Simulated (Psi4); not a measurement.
Psi4 input (wB97X-D/6-311+G**):

```
memory 1500 MB

molecule {
0 2
C    -1.41342000   -0.29067200   -0.02977300
B     0.14279000    0.07194400   -0.01051300
O     0.40270900    1.32785800   -0.38687500
O     1.13354700   -0.79724300    0.35106400
H    -1.71290200   -0.59482200    0.97696800
H    -2.05064100    0.53215400   -0.34609400
H    -1.56701500   -1.13119700   -0.71215900
H     0.80707900   -1.66674400    0.59897400
symmetry c1
no_reorient
no_com
}

set {
  basis 6-311+G**
  reference uks
  scf_type df
  df_basis_scf def2-universal-jkfit
  dft_radial_points 99
  dft_spherical_points 590
  e_convergence 1e-8
  d_convergence 1e-7
  maxiter 150
}

e = energy('wb97x-d')
print_out(f'\nFINAL {e:.10f} DIPOLE {variable("CURRENT DIPOLE")[0]:.6f} {variable("CURRENT DIPOLE")[1]:.6f} {variable("CURRENT DIPOLE")[2]:.6f}\n')
```

From the output:

```
  HONO-1 :   15  A 1.9991669
  HONO-0 :   16  A 1.0000000
  LUNO+0 :   17  A 0.0008331
  LUNO+1 :   18  A 0.0007547
  LUNO+2 :   19  A 0.0005008
  LUNO+3 :   20  A 0.0002049

Computation Completed

Properties will be evaluated at   0.000000,   0.000000,   0.000000 [a0]

Properties computed using the SCF density matrix

 Multipole Moments:

 ------------------------------------------------------------------------------------
     Multipole            Electronic (a.u.)      Nuclear  (a.u.)        Total (a.u.)
 ------------------------------------------------------------------------------------

 L = 1.  Multiply by 2.5417464519 to convert [e a0] to [Debye]
 Dipole X            :         -0.7173583           -0.0000019           -0.7173602
 Dipole Y            :         -0.9994981           -0.0000019           -0.9995000
 Dipole Z            :          0.2554338           -0.0000038            0.2554300
 Magnitude           :                                                    1.2565231

 ------------------------------------------------------------------------------------

FINAL -215.8459597215 DIPOLE -0.717360 -0.999500 0.255430

*** Psi4 exiting successfully. Buy a developer a beer!
```

The geometry given is a B3LYP-D3(BJ)/def2-TZVP minimum.
